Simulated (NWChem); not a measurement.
System meant: C₃H₃O₃, doublet; SMILES C1(=O)OC[CH]O1

Here is an NWChem input.

```
start job
memory heap 200 mb stack 900 mb global 1100 mb
geometry units angstroms noautoz
  O     -0.039076    -1.998221     0.024301
  C     -0.014985    -0.815997     0.003879
  O      1.125086    -0.062567     0.027463
  C      0.802299     1.254534    -0.090354
  C     -0.682865     1.358060    -0.010146
  O     -1.081748    -0.002126    -0.044975
  H      1.545823     1.971224     0.255244
  H     -1.051913     1.824591     0.924326
  H     -1.143659     1.895372    -0.857567
end
basis spherical
  * library def2-svp
end
dft
  odft
  mult 2
  xc b3lyp
  iterations 4
  mulliken
end
task dft energy
```

End of the output:

```
     --------------------------
     Expectation value of S2:
     --------------------------
      <S2> =      0.7529 (Exact =     0.7500)

 center of mass
 --------------
 x =   0.01430966 y =  -0.12228354 z =  -0.00931609

 moments of inertia (a.u.)
 ------------------
         447.300913920987           0.000000000000          -0.000000000000
           0.000000000000         210.454616131499           0.000000000000
          -0.000000000000           0.000000000000         645.092909239165

     Multipole analysis of the density
     ---------------------------------

     L   x y z        total         alpha         beta         nuclear
     -   - - -        -----         -----         ----         -------
     0   0 0 0     -0.000000    -23.000000    -22.000000     45.000000

     1   1 0 0     -0.052795     -0.691209      0.638414      0.000000
     1   0 1 0      1.760253     -0.179792      1.940045     -0.000000
     1   0 0 1      0.157951      0.270468     -0.112516     -0.000000

     2   2 0 0    -25.981005    -70.048829    -66.569801    110.637626
     2   1 1 0     -0.338366     -0.423053      2.033889     -1.949202
     2   1 0 1      0.370487      0.319665     -0.530615      0.581437
     2   0 2 0    -26.150048   -136.636608   -129.796576    240.283136
     2   0 1 1      0.555655      0.100062     -0.917205      1.372799
     2   0 0 2    -24.039128    -16.147132    -14.013724      6.121727

 ------------------------------------------------------------------------
 dft energy failed                                                                                  0
 ------------------------------------------------------------------------
 ------------------------------------------------------------------------
  current input line :
    24: task dft energy
 ------------------------------------------------------------------------
 ------------------------------------------------------------------------
 This type of error is most commonly associated with calculations not reaching convergence criteria
 ------------------------------------------------------------------------
 For more information see the NWChem manual at https://nwchemgit.github.io

0:dft energy failed:Received an Error in Communication
```

**Question.** Can this run be used? If not, why, and what is the fix?

**Answer.** Convergence was not reached. Cause: the SCF was allowed too few iterations. This input runs:
```
start job
memory heap 200 mb stack 900 mb global 1100 mb
geometry units angstroms noautoz
  O     -0.039076    -1.998221     0.024301
  C     -0.014985    -0.815997     0.003879
  O      1.125086    -0.062567     0.027463
  C      0.802299     1.254534    -0.090354
  C     -0.682865     1.358060    -0.010146
  O     -1.081748    -0.002126    -0.044975
  H      1.545823     1.971224     0.255244
  H     -1.051913     1.824591     0.924326
  H     -1.143659     1.895372    -0.857567
end
basis spherical
  * library def2-svp
end
dft
  odft
  mult 2
  xc b3lyp
  iterations 150
  mulliken
end
task dft energy
```
It converges to -341.48374 Ha (B3LYP/def2-SVP, spin-unrestricted).
